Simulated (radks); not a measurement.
Isoelectronic series with 14 electrons, each ion in its NIST ground configuration. All-electron calculation, scalar-relativistic Kohn-Sham, PBEsol, spin-polarised, spherical densities, finite nucleus; open shells are filled with parallel spins first (spin-orbit coupling, left out, can overturn this in heavy ions); Fermi nuclear charge, rms radius of each element as measured or else 0.836 A^(1/3) + 0.57 fm. Program: a radial shooting solver on a logarithmic mesh with Libxc functionals. Total energies (hartree) and orbital eigenvalues (eV) (* marks an orbital that is empty in some or all of the ions):

[
 {"ion": "Si", "configuration": "[Ne] 3s2 3p2", "E (hartree)": "-289.32725", "3p down*": "-2.9778", "3p up": "-4.5864", "3s down": "-9.6558", "3s up": "-11.3265"},
 {"ion": "Cl3+", "configuration": "[Ne] 3s2 3p2", "E (hartree)": "-457.94828", "3p down*": "-43.1862", "3p up": "-46.2757", "3s down": "-56.8505", "3s up": "-60.0533"},
 {"ion": "Ca6+", "configuration": "[Ne] 3s2 3p2", "E (hartree)": "-667.42149", "3p down*": "-113.1173", "3p up": "-117.5172", "3s down": "-133.8555", "3s up": "-138.3807"},
 {"ion": "V9+", "configuration": "[Ne] 3s2 3p2", "E (hartree)": "-917.92030", "3p down*": "-211.2578", "3p up": "-216.9217", "3s down": "-239.3042", "3s up": "-245.0883"},
 {"ion": "Fe12+", "configuration": "[Ne] 3s2 3p2", "E (hartree)": "-1209.74762", "3p down*": "-337.2717", "3p up": "-344.1815", "3s down": "-372.9992", "3s up": "-380.0152"},
 {"ion": "Cu15+", "configuration": "[Ne] 3s2 3p2", "E (hartree)": "-1543.28511", "3p down*": "-491.1012", "3p up": "-499.2494", "3s down": "-535.0323", "3s up": "-543.2680"},
 {"ion": "Ge18+", "configuration": "[Ne] 3s2 3p2", "E (hartree)": "-1918.98276", "3p down*": "-672.8002", "3p up": "-682.1841", "3s down": "-725.6271", "3s up": "-735.0782"},
 {"ion": "Br21+", "configuration": "[Ne] 3s2 3p2", "E (hartree)": "-2337.35908", "3p down*": "-882.4831", "3p up": "-893.1031", "3s down": "-945.0939", "3s up": "-955.7605"},
 {"ion": "Sr24+", "configuration": "[Ne] 3s2 3p2", "E (hartree)": "-2799.00084", "3p down*": "-1120.306", "3p up": "-1132.165", "3s down": "-1193.813", "3s up": "-1205.699"}
]
